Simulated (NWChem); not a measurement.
System: C$_{3}$H$_{4}$OS; SMILES C1OC=CS1

```xyz
9

C     -0.8121    -1.1685     0.0224
C     -1.2570     0.0866     0.0978
S      0.0642     1.2689    -0.0884
C      1.2451    -0.1523     0.1234
O      0.5362    -1.3560    -0.1626
H     -1.3854    -2.0864     0.0462
H     -2.2843     0.4051     0.1997
H      1.6051    -0.1795     1.1600
H      2.0832    -0.0650    -0.5695
```
Atoms are numbered in this order, from 1.

Level: B3LYP/6-31G* (spherical d) (NWChem), optimised geometry, unscaled harmonic frequencies. 

List the harmonic frequencies with IR intensities, and the thermochemistry.


```csv
frequency (cm⁻¹),IR intensity (km/mol)
146,8.7
457,12.6
508,0.7
662,4.4
691,43.7
747,31.5
850,1.1
861,2.6
957,39.5
975,4.1
1071,43.6
1173,27.7
1227,3.8
1311,19.2
1384,17.0
1531,3.0
1673,43.1
3041,64.8
3153,14.1
3262,1.4
3292,3.4
```

The zero-point energy is 41.4 kcal/mol. The thermal correction to the enthalpy at 298.15 K (with zero-point energy) is 44.9 kcal/mol and the heat capacity Cv is 16.0 cal/(mol K). The entropy at 298.15 K and 1 atm (symmetry number 1) comes out as 70.6 cal/(mol K) and the dipole moment is 0.81 D.

Rigid rotor and harmonic oscillator.
